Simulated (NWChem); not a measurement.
System: SiBrCl$_{3}$; SMILES Cl[Si](Cl)(Cl)Br

Results from NWChem. Structure relaxed at the PBE0/def2-SVP level. Level B3LYP/def2-SVP: energy and gradient on several grids; changes count from the extra-fine grid, which is no exact limit either.

Which is the coarsest grid (fine; xfine; xcoarse; medium; coarse) from which on the energy stays within 100 μHa and each gradient component within 200 μHa/bohr of xfine?

xcoarse.
| grid | size of the energy change (μHa) | largest change of a gradient component (μHa/bohr) |
|---|---|---|
| xcoarse | 30 | 90 |
| coarse | < 10 | < 30 |
| medium | < 10 | < 30 |
| fine | < 10 | < 30 |
| xfine | < 10 | < 30 |
